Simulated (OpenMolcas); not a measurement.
## W I: effect of the active space

| Property | Result |
| --- | --- |
| Program | OpenMolcas |
| Method | SS-CASPT2, IPEA 0.25 Eh, imaginary shift 0.1 Eh |
| Basis | ANO-RCC-VQZP |
| Scalar Hamiltonian | DKH2, point nucleus |
| Spin-orbit coupling | state interaction with AMFI integrals over the reference wave functions, term energies averaged over their components |

A. 4 electrons in 5 orbitals (5d); 2S+1 = 5 even, 5 roots; 2S+1 = 3 even, 45 roots; 2S+1 = 1 even, 50 roots (49 in the spin-orbit step); closed shells correlated: 5s 5p 6s; CASPT2 step roughly 110 core-seconds
B. 6 electrons in 6 orbitals (5d 6s); 2S+1 = 5 even, 30 roots; 2S+1 = 7 even, 1 root kept (CI in the orbitals of an earlier block); 2S+1 = 3 even, 55 roots kept (CI in the orbitals of an earlier block); 2S+1 = 1 even, 30 roots kept (CI in the orbitals of an earlier block); closed shells correlated: 5s 5p; CASPT2 step roughly 2.8 core-minutes
C. 6 electrons in 11 orbitals (5d 6s 6d); 2S+1 = 5 even, 23 roots (14 in the spin-orbit step); 2S+1 = 7 even, 1 root kept (CI in the orbitals of an earlier block); 2S+1 = 3 even, 5 roots kept (CI in the orbitals of an earlier block); 2S+1 = 1 even, 1 root kept (CI in the orbitals of an earlier block, 0 in the spin-orbit step); closed shells correlated: 5s 5p; CASPT2 step roughly 6 core-minutes

Energies in eV above 5d4 6s2 5D0, the measured ground level; measured values from NIST Handbook of Basic Atomic Spectroscopic Data.

| Level | A | B | C | Measured |
| --- | --- | --- | --- | --- |
| 5d4 6s2 5D0 [71 %] | 0.0000 | 0.0000 | 0.0000 | 0.0000 |
| 5d4 6s2 5D1 | 0.254 | 0.1503 | 0.0533 | 0.2071 |
| 5d4 6s2 5D2 | 0.504 | 0.326 | 0.1644 | 0.4123 |
| 5d4 6s2 5D3 | 0.716 | 0.489 | 0.345 | 0.5988 |
| 5d4 6s2 5D4 | 0.886 | 0.637 | 0.626 | 0.7711 |

C puts 5d5 6s 7S3 lowest.

Deviations, from unrounded energies. A percentage is the sum of absolute deviations over the sum of measured energies, with the sign that they share, or ± where signs differ.

| Against measurement | Levels | A | B | C |
| --- | --- | --- | --- | --- |
| mean absolute deviation (cm-1) | 4 | 750 | 780 | 1600 |
| fine structure of the ground term (%) | 4 | +18.6 | -19.5 | -40.3 |

A, B lie about equally close to measurement and C furthest from it. The largest miss of A in the table is 5d4 6s2 5D3, by +940 cm-1. The ranking rests on the paired levels alone, and a cruder setting can come out closer through cancelling errors.

The spin-orbit steps hold different terms of 5d4 6s2 (B lacks 1D, a 1G, a 3F, a 3P; C lacks among others 1D, 1F, 1G, 1I, 1S), which shifts levels as well.

The two smallest mean deviations differ by little beside CASPT2's spread within terms, so their order carries little weight.

Among A to C the level of the table that moves most is 5d4 6s2 5D3, by 3000 cm-1 (lowest in C, highest in A). Moves below CASPT2's spread within the term are not significant.

CASPT2 breaks the degeneracy within a term, and the mean is taken; among the terms shown or strongly mixed into the levels shown the widest spread is 190 cm-1 (5d4 6s2 3F(1), A). Some high roots are left out of the spin-orbit mixing, which shifts the levels that they would mix with (holds for A; C). With the s shell closed, the reference lacks s² → p², s² → d² and s → d mixing, so excited terms can stand far too high and out of order, with CASPT2 too (holds for A). Some terms miss by over 15 % even with CASPT2, which points to a basis or an active space too small for the shells correlated (holds for A; B). Configurations are named by rounded mean occupations; where the s occupation lies near a half they are strongly mixed, a name can repeat and a true partner stay unpaired (holds for B). The lowest spin-free term belongs to 5d5 6s, not to the configuration of the lowest level (holds for B). The lowest computed level is not the ground level that NIST lists (5D0) (holds for C). Active for correlation alone: 6d; no level in the range computed is led by a configuration that fills it, so any true level of that kind is missing (holds for C). Computed and measured levels are paired by configuration, term and J; levels that our copy of the source lacks, or whose pairing is in doubt (as where it misses far off the trend of its configuration), stay unpaired and out of the deviations. Levels of configurations outside the active space are missing. Levels that lie high or do not pair safely by name in every column are left out.

A share in square brackets marks a mixed level and gives the weight of the term that names it, the lowest over the columns. A number in round brackets counts repeated terms of one configuration in the order of the reference energies.
